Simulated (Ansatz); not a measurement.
A search over several starts for the lowest SCF solution of Li4O2⁻ at the given spin, in a small basis.

```yaml
crystal:
  periodic: [false, false, false]
  atoms:
    - {symbol: Li, position_ang: [-0.375582, 0.725299, -3.002068]}
    - {symbol: Li, position_ang: [-0.489503, 0.859059, 0.270473]}
    - {symbol: Li, position_ang: [0.312317, -0.772446, 2.997581]}
    - {symbol: Li, position_ang: [0.523332, -0.834221, -0.268135]}
    - {symbol: O, position_ang: [0.175672, -0.341167, 1.411517]}
    - {symbol: O, position_ang: [-0.146246, 0.363477, -1.409367]}
basis:
  gaussian: {orbitals: def2-SVP, initial_orbitals: start.molden}
total_charge: -1
magnetization: {spin_polarized: true, initial_magnetization: 1}
hamiltonian: {xc: pbe0, dispersion: d4}
output: {orbitals: {seedname: orbitals}}
```

The file start.molden holds the orbitals of an earlier run on this structure, at another level or in another basis.

```sh
$ ansatz run in.yaml --threads 4 --pin off --events-out ev --progress --plain --max-ram 3916MiB
```

It prints (some lines left out):

```
Functional definition: PBE0
768 factors; integrals over basis functions are off by at most 2.2e-4 eV
mean field evaluation 1: about -4889.9225 eV, gradient 3.8e1 eV
mean field evaluation 2: about -4897.8167 eV, gradient 9.3e0 eV
mean field evaluation 4: about -4906.3696 eV, gradient 6.3e0 eV
mean field evaluation 8: about -4906.7918 eV, gradient 6.3e-2 eV
mean field evaluation 16: about -4906.5693 eV, gradient 1.8e0 eV
mean field evaluation 32: about -4906.7918 eV, gradient 7.0e-5 eV
a density is far from that of the atoms, so the factors are made again for it
805 factors; integrals over basis functions are off by at most 1.9e-4 eV
mean field -4906.79174460 eV, -180.3212706712 hartree, gradient 2.6e-5 eV, S^2 0.750608; 0 other end points of the search recorded, 0 dependent functions left out
reference -4906.79178157 eV, -180.3212720297 hartree; 15, 14 occupied and 49, 50 virtual orbitals, 805 factors
Total energy: -4906.85353137 eV, -180.3235412929 hartree
```

Run time 4.2 s (4 threads of Arm Neoverse V2 on a shared host).

The highest occupied level of the charge -1 doublet lies above zero (up to 0.76 eV). The electron is either unbound and held by the finite basis, or the level is raised by self-interaction error. The structure comes from a short search, and lower isomers may exist.
